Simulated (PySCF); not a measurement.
Diatomics of C with group 13

r²SCAN with double-zeta basis sets in PySCF, for the lowest determinant that a PBE0 search found; no spin–orbit coupling. De refers to high-spin ground-configuration atoms. A positive dipole means M(−)C(+).

| M | basis | state (unpaired electrons) | Re (Å) | ωe (cm⁻¹) | De (eV) | μ (D) |
| --- | --- | --- | --- | --- | --- | --- |
| B | cc-pVDZ | quartet (σ ↑, π ↑↑) | 1.501 | 1170 | 4.72 | -1.29 |
| Al | def2-SVPD | quartet (σ ↑, π ↑↑) | 1.976 | 641 | 3.70 | -1.57 |
| Ga | def2-SVP | quartet (σ ↑, π ↑↑) | 1.996 | 559 | 3.47 | -1.70 |
| In | x2c-SVPall | quartet (σ ↑, π ↑↑) | 2.204 | 488 | 3.13 | -2.44 |
| Tl | def2-SVP | quartet (σ ↑, π ↑↑) | 2.299 | 427 | 2.87 | -3.08 |

The shortest bond is that of BC (1.501 Å), the longest that of TlC (2.299 Å).

The rows differ in basis set, which adds steps of its own.

Down a group the atoms grow and get heavier, so bonds lengthen and wavenumbers fall; this series shows no clear exception.

These are scalar-relativistic numbers at best; spin–orbit coupling would shift them, the dissociation energy most. States were picked by a PBE0 search and need not be the measured ground states.
